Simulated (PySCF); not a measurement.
Numbering as in the mapped SMILES `[O:1]=[C:2]1[CH2:3][CH2:4][C@@H:5]1[C:6]([F:7])([F:8])[F:9]` (H(Xn): hydrogen on atom n). Ha(C3), Ha(C4) are cis to C6 on the ring; Hb(C3), Hb(C4) are trans to C6 on the ring.

Fast rotation and ring inversion assumed for equivalent nuclei, relativity neglected, no solvent, one conformer. Geometry: GFN2-xTB; PBE0/pcSseg-1 with gauge-including orbitals; PySCF 2.14.0 with density-fitted response routines.

Question: Predict the 2D correlation tables (HSQC, COSY, HMBC).

Answer: 

HSQC (one-bond C–H):
```csv
δH,δC
3.74 (H(C5)),65.9 (C5)
3.39 (Ha(C3)),48.6 (C3)
3.16 (Hb(C3)),48.6 (C3)
2.24 (Ha(C4)),13.5 (C4)
2.21 (Hb(C4)),13.5 (C4)
```

COSY cross peaks (H two or three bonds apart, from the bond graph; peaks can be absent where the dihedral angle is near 90°):
```csv
δH,δH
3.74 (H(C5)),2.24 (Ha(C4))
3.74 (H(C5)),2.21 (Hb(C4))
3.39 (Ha(C3)),3.16 (Hb(C3))
3.39 (Ha(C3)),2.24 (Ha(C4))
3.39 (Ha(C3)),2.21 (Hb(C4))
3.16 (Hb(C3)),2.24 (Ha(C4))
3.16 (Hb(C3)),2.21 (Hb(C4))
2.24 (Ha(C4)),2.21 (Hb(C4))
```

HMBC (two and three bonds, from the bond graph):
```csv
δH,δC
3.74 (H(C5)),"204.5 (C2), 133.7 (C6), 48.6 (C3), 13.5 (C4)"
3.39 (Ha(C3)),"204.5 (C2), 65.9 (C5), 13.5 (C4)"
3.16 (Hb(C3)),"204.5 (C2), 65.9 (C5), 13.5 (C4)"
2.24 (Ha(C4)),"204.5 (C2), 133.7 (C6), 65.9 (C5), 48.6 (C3)"
2.21 (Hb(C4)),"204.5 (C2), 133.7 (C6), 65.9 (C5), 48.6 (C3)"
```

Shifts are taken against calculated references (same method and geometry level): ¹H and ¹³C vs TMS.

Shifts are as computed. Against solution values, carbons near 30 ppm lie about +3 ppm off and those near 130 ppm about +5 ppm. Of 1313 compounds with measured shifts, 239 miss one by over three times the rms of a fit or turn the order of signals round; such compounds aren't used in these exercises.
